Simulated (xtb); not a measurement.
I3Zr (SMILES [I][Zr+]([I])[I]), charge +1, singlet, at a GFN2-xTB geometry (such geometries of metal compounds can be far from the true shape) (the multiplicity is a formal guess). Base run: xtb with GFN2-xTB.

Geometry (Å):
```xyz
4

Zr    -0.3934     0.4053     0.8938
I     -1.8473    -1.5626    -0.4191
I      0.0672     2.1159    -1.2444
I      2.0770    -0.8591     0.9890
```
Charge +1, spin multiplicity 1.
All else is at xtb's defaults.
Base energy -12.74176 Eh.

Variants of this job, named by their change:

```csv
change,ΔE vs base (kcal/mol),HOMO-LUMO gap (eV),G_solv (kcal/mol),SCF cycles
base,0.000,1.77,-,15
etemp = 3000,-2.28,1.94,-,17
acc = 1000,0.030,1.80,-,9
alpb = acetonitrile,-54.30,1.94,-54.96,12
etemp = 1000,-0.001,1.77,-,16
file = coord,0.000,1.77,-,15
gbsa = acetonitrile,?,?,?,12
etemp = 10000,?,?,-,16
```

Question: Some entries are withheld; supply them.

Answer: 
- gbsa = acetonitrile, ΔE vs base (kcal/mol): -66.0
- gbsa = acetonitrile, HOMO-LUMO gap (eV): 2.00
- gbsa = acetonitrile, G_solv (kcal/mol): -67.18
- etemp = 10000, ΔE vs base (kcal/mol): -77.9
- etemp = 10000, HOMO-LUMO gap (eV): 3.39

ALPB and GBSA are two models with their own fitted parameters for each solvent, which aren't always the measured dielectric constant.
